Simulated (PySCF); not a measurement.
# Do core-level shifts follow atomic charges?

Compound: C5H15NSi2.
Structure used (PBE0-D3(BJ)/def2-SVP), in Å, numbered top down from 1:
```
atom  x, y, z in Å
C1     3.8846    1.7604   -0.5991
C2     3.5085    0.6196    0.3421
C3     2.2894   -0.1222   -0.1068
C4     1.1481   -0.2668    0.5842
Si5   -0.3256   -1.1989   -0.0716
N6    -1.7341   -0.1807   -0.1919
Si7   -3.3297   -0.3863    0.4788
C8    -4.6416   -0.6570   -0.8360
H9     3.0739    2.5024   -0.6640
H10    4.0785    1.3911   -1.6188
H11    4.7920    2.2786   -0.2542
H12    4.3528   -0.0919    0.3973
H13    3.3538    1.0006    1.3646
H14    2.3589   -0.5708   -1.1100
H15    1.0890    0.1937    1.5811
H16    0.0899   -1.7595   -1.4001
H17   -0.7167   -2.3229    0.8325
H18   -1.5916    0.6799   -0.7165
H19   -3.2612   -1.5644    1.3950
H20   -3.7159    0.8248    1.2758
H21   -5.6344   -0.7923   -0.3777
H22   -4.7010    0.2079   -1.5157
H23   -4.4136   -1.5495   -1.4392
```

Binding energies: PySCF, delta-SCF UKS SCAN, pcX-2 on the ionised atom, pcseg-1 elsewhere, spin-free X2C. Charges: PBE0/pcSseg-1 ground-state density, for the ionised atom.

```tsv
atom	environment	C 1s (eV)	Mulliken (e)	IAO (e)	Hirshfeld (e)	ESP (e)
C4	alkene CH carbon	289.46	-0.404	-0.470	-0.158	-0.548
C8	Si-methyl carbon	289.97	-0.636	-0.733	-0.217	-0.686
C3	alkene CH carbon	290.28	-0.195	-0.096	-0.022	-0.092
C1	methyl carbon	290.62	-0.298	-0.406	-0.112	-0.276
C2	allylic carbon	290.69	-0.208	-0.253	-0.064	+0.199
```

**Question.** How well does each charge scheme correlate with the binding energies over these sites?

**Answer.** ESP: r = 0.76, slope 1.1 eV per e; Hirshfeld: r = 0.57, slope 3.8 eV per e; Mulliken: r = 0.57, slope 1.6 eV per e; IAO: r = 0.46, slope 1.0 eV per e. ESP charges have the highest r, on only 5 points.

**Question.** The point-charge model writes a binding energy as kq + V + constant, with V the potential of the other atoms' charges at the site. What does it give with the Hirshfeld charges?

**Answer.** V = Σ 14.40 eV Å × q/r over all other atoms: +1.79 eV at C4, +2.93 eV at C8, -0.39 eV at C3, +1.40 eV at C1, +0.57 eV at C2. Fitting binding energy − V to q gives k = 20.0 eV per e and leaves an rms residual of 0.24 eV, against 0.37 eV for the fit on q alone. The model has no term for differences in relaxation between sites.

Isolated species at its PBE0-D3(BJ)/def2-SVP geometry (one conformer only).
